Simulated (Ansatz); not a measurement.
Molecular dynamics of CH₂FGeNOS

Input:

```yaml
crystal:
  periodic: [false, false, false]
  atoms:
    - { symbol: O, position_ang: [2.200424, 0.172495, 0.825357] }
    - { symbol: C, position_ang: [0.954013, 0.219316, 0.622494] }
    - { symbol: "N", position_ang: [0.625892, -0.421181, -0.495767] }
    - { symbol: Ge, position_ang: [-1.201531, -0.133265, -0.368584] }
    - { symbol: F, position_ang: [-1.828444, 0.950556, -1.572302] }
    - { symbol: S, position_ang: [-0.437539, 0.93291, 1.50764] }
    - { symbol: H, position_ang: [1.98285, -0.494527, -0.314377] }
    - { symbol: H, position_ang: [-2.203565, -1.283402, -0.260161] }
basis:
  gaussian: { orbitals: def2-SVP }
hamiltonian:
  xc: b3lyp
  dispersion: d4
md:
  timestep: 0.5
  n_steps: 200
  ensemble: nve
  temperature: 100.0
  initial_velocities: maxwell_boltzmann
  seed: 4789
```

Run as:

```bash
$ ansatz run input.yaml --threads 2 --pin off --max-ram 3072MiB --backend cpu --events-out ev --progress --plain --runs-dir out
```

It starts at the highest image of a converged band, a first-order saddle point between two minima.

Output, in part (step lines, the closing report, with atoms numbered from 0):

```
md step     0: t =     0.00 fs  T =   100.0 K  F+E_penalty+E_count = -74662.24299091 eV  E_kin = 0.077556 eV  conserved = -74662.16543491 eV  (29 SCF iters)
md step     1: t =     0.50 fs  T =    99.4 K  F+E_penalty+E_count = -74662.24255056 eV  E_kin = 0.077119 eV  conserved = -74662.16543180 eV  (26 SCF iters)
md step     2: t =     1.00 fs  T =    97.8 K  F+E_penalty+E_count = -74662.24128601 eV  E_kin = 0.075862 eV  conserved = -74662.16542361 eV  (27 SCF iters)
md step     3: t =     1.50 fs  T =    95.3 K  F+E_penalty+E_count = -74662.23932508 eV  E_kin = 0.073914 eV  conserved = -74662.16541144 eV  (27 SCF iters)
md step     4: t =     2.00 fs  T =    92.1 K  F+E_penalty+E_count = -74662.23685841 eV  E_kin = 0.071461 eV  conserved = -74662.16539714 eV  (27 SCF iters)
md step     5: t =     2.50 fs  T =    88.6 K  F+E_penalty+E_count = -74662.23411146 eV  E_kin = 0.068729 eV  conserved = -74662.16538262 eV  (27 SCF iters)
md step     6: t =     3.00 fs  T =    85.0 K  F+E_penalty+E_count = -74662.23131206 eV  E_kin = 0.065942 eV  conserved = -74662.16537004 eV  (26 SCF iters)
md step     7: t =     3.50 fs  T =    81.6 K  F+E_penalty+E_count = -74662.22865837 eV  E_kin = 0.063298 eV  conserved = -74662.16536082 eV  (27 SCF iters)
[... lines left out ...]
Total energy: -74663.13635434 eV, -2743.8196525304 hartree
Atom 0 at     2.186680     0.190653     0.854290 Å, force    -0.317121     0.867711     1.511837 eV/Å
Atom 1 at     0.985055     0.179535     0.632054 Å, force     2.460804     0.571489     1.213804 eV/Å
Atom 2 at     0.626795    -0.432091    -0.502930 Å, force     1.428304    -0.015360    -0.657963 eV/Å
Atom 3 at    -1.206740    -0.122175    -0.381660 Å, force    -0.253813     0.199778    -0.291105 eV/Å
Atom 4 at    -1.889310     0.905487    -1.632860 Å, force     0.377587     0.000081     0.448210 eV/Å
Atom 5 at    -0.390368     0.949226     1.582193 Å, force    -0.614499    -1.133178    -1.616110 eV/Å
Atom 6 at     1.736120    -0.535932    -0.754323 Å, force    -3.215504    -0.675002    -1.063982 eV/Å
Atom 7 at    -2.098936    -1.373165    -0.581484 Å, force     0.134241     0.184481     0.455309 eV/Å
Dipole moment:    -0.432504    -0.384847    -0.121100 e Å
```

The steps, from the saved trajectory:

```json
{"time (fs)": "0.0", "T (K)": "100", "potential energy less start (eV)": "0.000", "conserved less start (meV/atom)": "0.00"}
{"time (fs)": "3.0", "T (K)": "85", "potential energy less start (eV)": "0.012", "conserved less start (meV/atom)": "0.01"}
{"time (fs)": "6.0", "T (K)": "72", "potential energy less start (eV)": "0.022", "conserved less start (meV/atom)": "0.01"}
{"time (fs)": "9.0", "T (K)": "102", "potential energy less start (eV)": "-0.001", "conserved less start (meV/atom)": "0.05"}
{"time (fs)": "12.0", "T (K)": "499", "potential energy less start (eV)": "-0.308", "conserved less start (meV/atom)": "0.23"}
{"time (fs)": "15.0", "T (K)": "1838", "potential energy less start (eV)": "-1.351", "conserved less start (meV/atom)": "-0.38"}
{"time (fs)": "18.0", "T (K)": "2656", "potential energy less start (eV)": "-1.990", "conserved less start (meV/atom)": "-0.99"}
{"time (fs)": "21.0", "T (K)": "1584", "potential energy less start (eV)": "-1.150", "conserved less start (meV/atom)": "0.18"}
{"time (fs)": "24.0", "T (K)": "2088", "potential energy less start (eV)": "-1.549", "conserved less start (meV/atom)": "-0.88"}
{"time (fs)": "27.0", "T (K)": "1352", "potential energy less start (eV)": "-0.968", "conserved less start (meV/atom)": "0.30"}
{"time (fs)": "30.0", "T (K)": "1425", "potential energy less start (eV)": "-1.029", "conserved less start (meV/atom)": "-0.09"}
{"time (fs)": "33.0", "T (K)": "1291", "potential energy less start (eV)": "-0.923", "conserved less start (meV/atom)": "0.05"}
{"time (fs)": "36.0", "T (K)": "1684", "potential energy less start (eV)": "-1.234", "conserved less start (meV/atom)": "-0.65"}
{"time (fs)": "39.0", "T (K)": "1533", "potential energy less start (eV)": "-1.116", "conserved less start (meV/atom)": "-0.61"}
{"time (fs)": "42.0", "T (K)": "1573", "potential energy less start (eV)": "-1.141", "conserved less start (meV/atom)": "0.17"}
{"time (fs)": "45.0", "T (K)": "2713", "potential energy less start (eV)": "-2.035", "conserved less start (meV/atom)": "-1.07"}
{"time (fs)": "48.0", "T (K)": "2234", "potential energy less start (eV)": "-1.662", "conserved less start (meV/atom)": "-0.88"}
{"time (fs)": "51.0", "T (K)": "929", "potential energy less start (eV)": "-0.641", "conserved less start (meV/atom)": "0.26"}
{"time (fs)": "54.0", "T (K)": "851", "potential energy less start (eV)": "-0.590", "conserved less start (meV/atom)": "-0.92"}
{"time (fs)": "57.0", "T (K)": "817", "potential energy less start (eV)": "-0.562", "conserved less start (meV/atom)": "-0.78"}
{"time (fs)": "60.0", "T (K)": "1098", "potential energy less start (eV)": "-0.774", "conserved less start (meV/atom)": "0.04"}
{"time (fs)": "63.0", "T (K)": "1915", "potential energy less start (eV)": "-1.413", "conserved less start (meV/atom)": "-0.57"}
{"time (fs)": "66.0", "T (K)": "1285", "potential energy less start (eV)": "-0.914", "conserved less start (meV/atom)": "0.59"}
{"time (fs)": "69.0", "T (K)": "1483", "potential energy less start (eV)": "-1.074", "conserved less start (meV/atom)": "-0.26"}
{"time (fs)": "72.0", "T (K)": "1611", "potential energy less start (eV)": "-1.172", "conserved less start (meV/atom)": "0.03"}
{"time (fs)": "75.0", "T (K)": "2519", "potential energy less start (eV)": "-1.881", "conserved less start (meV/atom)": "-0.65"}
{"time (fs)": "78.0", "T (K)": "1921", "potential energy less start (eV)": "-1.415", "conserved less start (meV/atom)": "-0.34"}
{"time (fs)": "81.0", "T (K)": "862", "potential energy less start (eV)": "-0.590", "conserved less start (meV/atom)": "0.20"}
{"time (fs)": "84.0", "T (K)": "1206", "potential energy less start (eV)": "-0.861", "conserved less start (meV/atom)": "-0.33"}
{"time (fs)": "87.0", "T (K)": "2328", "potential energy less start (eV)": "-1.735", "conserved less start (meV/atom)": "-0.93"}
{"time (fs)": "90.0", "T (K)": "2107", "potential energy less start (eV)": "-1.558", "conserved less start (meV/atom)": "-0.10"}
{"time (fs)": "93.0", "T (K)": "2112", "potential energy less start (eV)": "-1.562", "conserved less start (meV/atom)": "-0.22"}
{"time (fs)": "96.0", "T (K)": "1572", "potential energy less start (eV)": "-1.142", "conserved less start (meV/atom)": "0.01"}
{"time (fs)": "99.0", "T (K)": "1461", "potential energy less start (eV)": "-1.061", "conserved less start (meV/atom)": "-0.68"}
```

The run went to its last step. The conserved energy stayed within 1.7 meV per atom of its start (net change -0.28 meV per atom), so the integration is sound. The kinetic energy rose, since the run started high on the potential surface and went downhill. A run of 0.1 ps of so small a system gives no equilibrium averages. The orbitals stay closed-shell, which can raise the energy where a bond breaks towards radicals; this wasn't checked here.

Between its relaxed ends the band would form N3–H7 and break O1–H7. These pairs go: N3–H7 1.37 → 1.14 Å, O1–H7 1.34 → 1.82 Å. In the last frame they stand as after the step (other bonds may differ from the relaxed reactants and products). It ends as one piece, CH2FGeNOS. Pairs count as bonded within 1.25 times the sum of covalent radii (0.12 Å more for H–H).

Last frame:

```xyz
8
Properties=species:S:1:pos:R:3
O 2.187 0.191 0.854
C 0.985 0.179 0.632
N 0.627 -0.432 -0.503
Ge -1.207 -0.122 -0.382
F -1.889 0.905 -1.633
S -0.390 0.949 1.582
H 1.736 -0.536 -0.754
H -2.099 -1.373 -0.582
```

Run time: 5.8 min on 2 threads of AMD EPYC 9R45 96-Core Processor (Zen 5) (shared host), peak memory 0.32 GiB.
